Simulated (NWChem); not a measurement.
System: AlSiH5O2; SMILES [OH][Al]([OH])[SiH3]

```xyz
9

Al    -0.0015     0.4448     0.0113
O     -1.5208     1.2490     0.0044
H     -1.6699     2.2067    -0.0137
O      1.5234     1.2383     0.0006
H      1.6809     2.1944    -0.0185
Si    -0.0048    -1.9858     0.0115
H      1.1464    -2.5382     0.8119
H      0.1268    -2.5231    -1.3925
H     -1.2830    -2.5370     0.5878
```
Atoms are numbered in this order, from 1.

Results from NWChem. Pople sets run with spherical d functions. Coordinates come from a PBE-D3(BJ)/def2-SVP optimisation. Static field.

| level | isotropic polarisability (bohr³) | anisotropy (bohr³) |
|---|---|---|
| PBE/6-31+G* | (withheld) | (withheld) |
| B3LYP/6-31+G* | 60.1 | 19.4 |
| LC-BLYP (range parameter 0.33 per bohr)/6-31+G* | 59.4 | 17.6 |
| BHandHLYP/6-31+G* | 56.3 | 17.0 |

Fill in the missing entries.


- PBE/6-31+G*, isotropic polarisability (bohr³): 63.5
- PBE/6-31+G*, anisotropy (bohr³): 21.2
